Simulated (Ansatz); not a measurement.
The input (input.yaml):

```yaml
crystal:
  periodic: [false, false, false]
  atoms:
    - { symbol: B, position_ang: [0.0, 0.0, 0.0] }
    - { symbol: H, position_ang: [0.0, 0.0, 1.44] }
    - { symbol: "N", position_ang: [1.3423, 0.0, -0.775] }
    - { symbol: H, position_ang: [1.8089, -0.9179, -1.0268] }
    - { symbol: H, position_ang: [1.7937, 0.9179, -1.0532] }
    - { symbol: "N", position_ang: [-1.3423, 0.0, -0.775] }
    - { symbol: H, position_ang: [-2.0112, -0.8164, -0.6764] }
    - { symbol: H, position_ang: [-1.5914, 0.8164, -1.4036] }
    - { symbol: O, position_ang: [0.0, 0.0, 2.75] }
    - { symbol: H, position_ang: [-0.5144, -0.8011, 3.0871] }
magnetization:
  spin_polarized: true
  initial_magnetization: 1
basis:
  gaussian: { orbitals: def2-mTZVP }
hamiltonian:
  xc: { name: BHLYP }
relax:
  f_tol: 0.15
  max_steps: 25
  restrain:
    - { distance: [1, 8], at: 2.21, k: 30.0 }
    - { distance: [0, 1], at: 1.19, k: 30.0 }
```

Launched with:

```bash
$ ansatz run input.yaml --threads 4 --pin off --max-ram 5120MiB --backend cpu --events-out ev --progress --plain --runs-dir out
```

Hardware: 4 threads of Arm Neoverse V2, on a shared host.

Problem. Roughly how long does this run take, and how much memory?

Solution. 66 s, with a peak of 0.24 GiB, for 25 ionic steps.
